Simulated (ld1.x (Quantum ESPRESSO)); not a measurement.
## Transferability test, PAW potential for Zn

```
Element                 : Zn
Generator               : ld1.x (Quantum ESPRESSO) 7.5
Type                    : PAW
Functional              : PBE
Relativity              : scalar-relativistic
Frozen core             : [Ar]
Valence charge          : 12
Reference configuration : 3d10 4s2 4p0
Partial waves           : 4s (bound): rcut 1.50, rcutus 1.85 bohr; 4s channel at 0.05 Ry: rcut 1.50, rcutus 1.85 bohr; 4p (bound, empty): rcut 2.85, rcutus 3.35 bohr; 4p channel at 0.6 Ry: rcut 2.85, rcutus 3.35 bohr; 3d (bound): rcut 1.00, rcutus 1.30 bohr; 3d channel at 0.05 Ry: rcut 1.00, rcutus 1.30 bohr
Local potential         : all-electron potential smoothed inside 2.10 bohr (lloc = -1)
Core correction         : Bessel-smoothed model core, default radius (core density twice the valence density)
Augmentation charge     : BESSEL, radius 1.15 bohr
```

Energies are relative to the spin-unpolarised reference configuration 3d10 4s2 4p0; without spin polarisation the order of configurations can differ from experiment.

Question: Give the all-electron excitation energy and the error of the potential for: 3d10 4s1 4p0; 3d10 4s0 4p0; 3d9 4s0 4p0; 3d10 4s0 4p2; 3d9 4s2 4p1; 3d9 4s2 4p0; 3d10 4s1 4p1.

Answer:

```csv
valence configuration,charge,ΔE all-electron (eV),error AE − PS (meV)
3d10 4s1 4p0,+1,9.888,-3.0
3d10 4s0 4p0,+2,28.331,-12
3d9 4s0 4p0,+3,68.865,-179
3d10 4s0 4p2,0,10.558,-7.8
3d9 4s2 4p1,0,12.244,-105
3d9 4s2 4p0,+1,17.901,-134
3d10 4s1 4p1,0,5.086,-2.1
```

Levels in the configuration 3d9 4s2 4p1:

| level | all-electron (eV) | pseudo (eV) |
| --- | --- | --- |
| 3d | -18.197 | -18.449 |
| 4s | -8.657 | -8.639 |
| 4p | -2.595 | -2.612 |
